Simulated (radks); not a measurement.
Task: The table gives one normalised radial function P(r) = r R(r) of Tl3+ in [Xe] 4f14 5d10 (r in bohr). All-electron calculation, scalar-relativistic Kohn-Sham, exchange-only r2SCAN, spin-unpolarised, spherical densities, finite nucleus; meta-GGA in the generalised Kohn-Sham scheme; Fermi nuclear charge, rms radius 5.4759 fm. Program: a radial shooting solver on a logarithmic mesh with Libxc functionals.

r,P
0.001801,0.0000
0.002096,0.0001
0.002441,0.0001
0.002841,0.0002
0.003281,0.0002
0.00382,0.0004
0.004447,0.0005
0.005177,0.0008
0.006027,0.0012
0.007016,0.0018
0.008168,0.0027
0.009509,0.0041
0.01107,0.0060
0.01289,0.0088
0.015,0.0129
0.01747,0.0187
0.02033,0.0269
0.02367,0.0382
0.02756,0.0536
0.03208,0.0740
0.03735,0.1002
0.04348,0.1328
0.05062,0.1714
0.05892,0.2145
0.0686,0.2584
0.07922,0.2953
0.09223,0.3211
0.1074,0.3232
0.125,0.2906
0.1455,0.2148
0.1694,0.0944
0.1972,-0.0614
0.2296,-0.2306
0.2673,-0.3797
0.3111,-0.4700
0.3622,-0.4683
0.4217,-0.3588
0.4909,-0.1499
0.5715,0.1265
0.6653,0.4237
0.7745,0.6883
0.9017,0.8756
1.05,0.9628
1.222,0.9502
1.423,0.8557
1.656,0.7089
1.913,0.5501
2.227,0.3874
2.592,0.2482
3.018,0.1428
3.513,0.0725
4.09,0.0319
4.761,0.0119
5.543,0.0036
6.453,0.0009
7.512,0.0002
8.745,0.0000

Which n and l does it have? It may be an empty orbital.

Result: n = 5, l = 2: the number of nodes gives n - l - 1 = 2, the rise at small r (about r^(l+1), flatter next to the nucleus through relativity) gives l, and the extent must fit the shell. The curve is that of 5d. 5d: eigenvalue -43.442 eV, 2 radial nodes at r = 0.186, 0.535 bohr, <r> = 1.34 bohr, 90 % of the charge inside 2.02 bohr.
